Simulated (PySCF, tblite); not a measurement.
Isomers of C4H10OSi. Calculated harmonic vibrations of the isolated species, GFN2-xTB (tblite), most abundant isotopes, no scaling. Errors from tens to a few hundred cm⁻¹ against measured bands are possible. Modes of hydrogen on silicon can be 10 to 20 % off. One conformer each.

Electronic energies: PBE0/pcSseg-1 single points on the GFN2-xTB geometries (PySCF, gas phase).

```tsv
SMILES	electronic energy, lowest = 0 (kJ/mol)
CO[C@@H]1C[C@@H]1[SiH3]	213.5
CCCC(=O)[SiH3]	125.7
[SiH3]OCC1CC1	115.9
C=CO[SiH](C)C	0.0
C=CCC[SiH2]O	39.1
CCO[C@H]1C[SiH2]1	233.9
C[SiH2]CCC=O	77.2
```

Task: How do GFN2-xTB zero-point energies change the relative energies?

Result: 
| SMILES | ZPE (kJ/mol) | of it from modes above 1550 cm⁻¹ | electronic (kJ/mol) | with ZPE, lowest = 0 (kJ/mol) | lowest mode (cm⁻¹) | rings |
| --- | --- | --- | --- | --- | --- | --- |
| C=CO[SiH](C)C | 334.4 | 188.1 | 0.0 | 0.0 | 35 | 0 |
| C=CCC[SiH2]O | 332.8 | 185.7 | 39.1 | 37.5 | 50 | 0 |
| C[SiH2]CCC=O | 330.8 | 179.5 | 77.2 | 73.6 | 38 | 0 |
| [SiH3]OCC1CC1 | 333.1 | 167.5 | 115.9 | 114.7 | 31 | 1 |
| CCCC(=O)[SiH3] | 330.0 | 176.9 | 125.7 | 121.3 | 47 | 0 |
| CO[C@@H]1C[C@@H]1[SiH3] | 329.1 | 166.3 | 213.5 | 208.2 | 76 | 1 |
| CCO[C@H]1C[SiH2]1 | 335.3 | 171.1 | 233.9 | 234.8 | 66 | 1 |

The zero-point energies span 6.2 kJ/mol, from `CO[C@@H]1C[C@@H]1[SiH3]` to `CCO[C@H]1C[SiH2]1`. The order is unchanged.

Task: And how do the electronic energies of GFN2-xTB itself compare?

Result: `C=CO[SiH](C)C` 57.2; `C=CCC[SiH2]O` 43.7; `C[SiH2]CCC=O` 166.3; `[SiH3]OCC1CC1` 0.0; `CCCC(=O)[SiH3]` 135.5; `CO[C@@H]1C[C@@H]1[SiH3]` 165.5; `CCO[C@H]1C[SiH2]1` 243.7 kJ/mol, lowest = 0. Against the energies above, taken from the same isomer `C=CO[SiH](C)C`, the largest difference is 173.1 kJ/mol.

Task: What do entropy and thermal enthalpy add at 298.15 K and 1 bar (rigid rotor, harmonic oscillator, one conformer each)?

Result: 
```csv
SMILES,point group,symmetry number,S (J/(mol K)),H − H(0) (kJ/mol),ZPE + H − H(0) − TS (kJ/mol)
C=CO[SiH](C)C,C1,1,408.7,28.13,240.6
C=CCC[SiH2]O,C1,1,388.0,25.98,243.1
C[SiH2]CCC=O,C1,1,398.0,26.55,238.6
[SiH3]OCC1CC1,C1,1,375.1,23.72,245.0
CCCC(=O)[SiH3],C1,1,386.5,25.83,240.6
CO[C@@H]1C[C@@H]1[SiH3],C1,1,367.6,24.06,243.6
CCO[C@H]1C[SiH2]1,C1,1,368.0,24.08,249.7
```
